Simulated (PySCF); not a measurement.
# Telling isomers of C4H12OSi2 apart by NMR

PySCF 2.14 calculation with σ from GIAO-PBE0/pcSseg-1 and structure optimised with GFN2-xTB; no relativistic terms, a single conformation, equivalent nuclei averaged, no solvent.

Scale: 1H (31.72 ppm), 13C (186.93 ppm) vs TMS (reference shieldings calculated alike). Where no couplings were computed, multiplicities follow the n + 1 count of equivalent neighbours, and m marks all less simple cases (inequivalent or close neighbours, rings, F or P nearby). Shifts are as computed. Against solution values, carbons near 30 ppm lie about +3 ppm off and those near 130 ppm about +5 ppm. Of 1309 compounds with measured shifts, 239 miss one by over three times the rms of a fit or turn the order of signals round; such compounds aren't used in these exercises. OH and NH positions are gas-phase values without hydrogen bonding to other molecules.

(1) Tabulate the signals of `[SiH3]COC1C[SiH2]C1`, `C[C@H](O)C1[SiH2]C[SiH2]1` and their relative energies.

(2) What is the quickest way to tell [SiH3]COC1C[SiH2]C1 from C[C@H](O)C1[SiH2]C[SiH2]1?

Answers

(1) 
```tsv
SMILES	carbon types	δC	δH	E rel. (kcal/mol)
[SiH3]COC1C[SiH2]C1	1×CH 3×CH2	80.1, 56.4, 20.1	4.54 (m, 1H), 4.37 (m, 1H), 3.96 (m, 1H), 3.90 (t, 3H), 3.33 (q, 2H), 1.86 (m, 2H), 1.66 (m, 2H)	26.0
C[C@H](O)C1[SiH2]C[SiH2]1	2×CH 1×CH2 1×CH3	72.4, 33.7, 29.0, -9.7	4.95 (m, 1H), 4.86 (m, 1H), 4.79 (m, 1H), 4.66 (m, 1H), 3.93 (m, 1H), 1.31 (m, 1H), 1.12 (d, 3H), 0.52 (m, 1H), 0.45 (m, 1H), -0.37 (br s, 1H)	0.0
```

Energies are electronic energies at PBE0/pcSseg-1 on these geometries, without zero-point or thermal terms, each for the one conformer computed, which needn't be the lowest.

(2) Count the carbon signals: 3 against 4. The first has an sp3 CH2 bonded to O and Si at 56.4 ppm, the second a methyl carbon (CH3) at 29.0 ppm. Their most deshielded carbons lie at 80.1 and 72.4 ppm. In the proton spectra the most deshielded non-exchanging signals are 4.54 (m, 1H) and 4.95 (m, 1H).
